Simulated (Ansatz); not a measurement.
Ansatz results at the PBE0-D4/def2-TZVP geometry: size of the dipole moment (PBE/def2-TZVPP) 2.66 D; LUMO energy (B3LYP/def2-TZVPP) -0.27 eV; HOMO–LUMO gap (PBE/def2-TZVPP) 4.95 eV.

Each molecule was computed in one conformer, which needn't be the lowest.

(1) Which molecule gave them?
A. `ClC1=C(Cl)C1`
B. `N[Si]1(F)CS1`
C. `N#C[SiH]1CS1`
D. `C[C](=N)[InH][Cl]`

## Answers

(1) B. The others give `ClC1=C(Cl)C1`: 0.54, -0.39, 4.75; `C[C](=N)[InH][Cl]`: 3.62, -2.44, 2.84; `N#C[SiH]1CS1`: 3.22, -1.77, 4.00.

B3LYP here is the variant with VWN-RPA as its local correlation; programs differ in this.
